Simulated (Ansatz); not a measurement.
TaSeCl₃. Total charge 0; singlet. Geometry r2SCAN-D4/def2-SVP, basis def2-TZVP, Ansatz.

```tsv
atom	x (Å)	y (Å)	z (Å)
Ta1	-0.028	0.013	0.016
Se2	1.818	-0.840	-1.022
Cl3	-1.698	-1.546	-0.125
Cl4	-0.614	1.943	-1.066
Cl5	0.522	0.429	2.198
```

```json
{"run": "A", "HOMO (eV)": "-7.06", "LUMO (eV)": "-3.70"}
{"run": "B", "HOMO (eV)": "-8.75", "LUMO (eV)": "-2.13"}
{"run": "C", "HOMO (eV)": "-8.06", "LUMO (eV)": "-3.01"}
{"run": "D", "HOMO (eV)": "-7.86", "LUMO (eV)": "-3.04"}
{"run": "E", "HOMO (eV)": "-6.94", "LUMO (eV)": "-3.95"}
```

In the def2 sets Ta takes a core potential; there is no spin–orbit coupling.

Task: The runs used BHLYP, LDA (SPW92), PBE0, r2SCAN, r2SCAN0. Estimate which is which.

Result: A r2SCAN (0 % exact exchange); B BHLYP (50 % exact exchange); C r2SCAN0 (25 % exact exchange); D PBE0 (25 % exact exchange); E LDA (SPW92) (0 % exact exchange). Exact exchange lowers occupied and raises empty levels; among semilocal functionals meta-GGAs tend to open the gap a little, and such runs are hard to tell apart. The gap grows from 2.99 eV (LDA (SPW92)) to 6.61 eV (BHLYP).
